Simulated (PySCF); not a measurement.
Where the electron goes

Nb(NMe)Me3, C4H12NNb (singlet state).
Cartesian coordinates in Å at the PBE0-D3(BJ)/def2-SVP level; atoms count from 1:
```xyz
18
C4H12NNb angstrom
Nb    -0.0034    0.0046   -0.4301
N      0.0016   -0.0079    1.3095
C      0.0049   -0.0167    2.7250
H      0.6415    0.7898    3.1302
H     -1.0128    0.1263    3.1296
H      0.3895   -0.9740    3.1197
C      2.0790    0.0038   -0.9952
H      2.1591   -0.0854   -2.0965
H      2.6535   -0.8197   -0.5389
H      2.5637    0.9502   -0.6949
C     -1.0450    1.8147   -0.9737
H     -0.9646    1.9692   -2.0678
H     -0.6617    2.7164   -0.4682
H     -2.1174    1.7256   -0.7217
C     -1.0487   -1.7955   -1.0003
H     -2.0401   -1.8881   -0.5257
H     -0.4658   -2.6924   -0.7242
H     -1.1897   -1.8040   -2.0992
```

Method: TDDFT PBE0/def2-SVPD, vertical, gas phase, core orbitals frozen in the response, def2 core potentials past Kr in PySCF 2.14.0, density-fitted response routines. Spin–orbit coupling is left out.

Kohn–Sham orbitals with the atoms that hold most of them (Löwdin shares over 4%, at most four atoms):

```json
{"orbital": "LUMO+2", "ε (eV)": "-0.04", "atoms": "Nb1 53%, C11 6%, C7 6%, C15 6%"}
{"orbital": "LUMO+1", "ε (eV)": "-0.99", "atoms": "Nb1 62%, C11 8%, C15 6%, N2 6%"}
{"orbital": "LUMO", "ε (eV)": "-1.00", "atoms": "Nb1 62%, C7 8%, N2 6%, C15 6%"}
{"orbital": "HOMO", "ε (eV)": "-7.09", "atoms": "N2 37%, Nb1 22%, C15 9%, C3 9%"}
{"orbital": "HOMO-1", "ε (eV)": "-7.10", "atoms": "N2 38%, Nb1 22%, C7 12%, C3 9%"}
{"orbital": "HOMO-2", "ε (eV)": "-7.90", "atoms": "Nb1 32%, C11 20%, C15 16%, N2 12%"}
{"orbital": "HOMO-3", "ε (eV)": "-7.91", "atoms": "Nb1 33%, C7 24%, N2 12%, C15 8%"}
```

Within 0.005 eV of a neighbour in this list lie HOMO-1/HOMO and LUMO/LUMO+1.

(1) How does S1 compare with the orbital gap of 6.09 eV?

Answers

(1) S1 is at 4.27 eV (f = 0.0000), 1.82 eV below the gap, made of HOMO-1/HOMO→LUMO/LUMO+1 (≥94%). Without the coupling terms of the response equations the lowest excitation would equal the gap.

For S1 the Löwdin share of niobium is 22% in HOMO-1 and 62% in LUMO.

Next come S2 at 4.48 eV (f 0.0006), HOMO-1/HOMO→LUMO/LUMO+1 (≥93%); S3 at 4.48 eV (f 0.0006), HOMO-1/HOMO→LUMO/LUMO+1 (≥93%); S4 at 4.90 eV (f 0.013), HOMO-1/HOMO→LUMO/LUMO+1 (≥83%); S5 at 4.92 eV (f 0.0004), HOMO-3/HOMO-2→LUMO/LUMO+1 (≥94%).

Orbitals of the list HOMO-3 to LUMO+2 that lie within 0.01 eV of each other are written together with a slash and their weights summed (≥ marks a lower bound); for degenerate orbitals outside that list single weights are arbitrary.

On Arm Neoverse V1, one thread, on a shared host, this took 1.7 min (grids of density and orbitals included) and 0.96 GiB of memory at its peak.
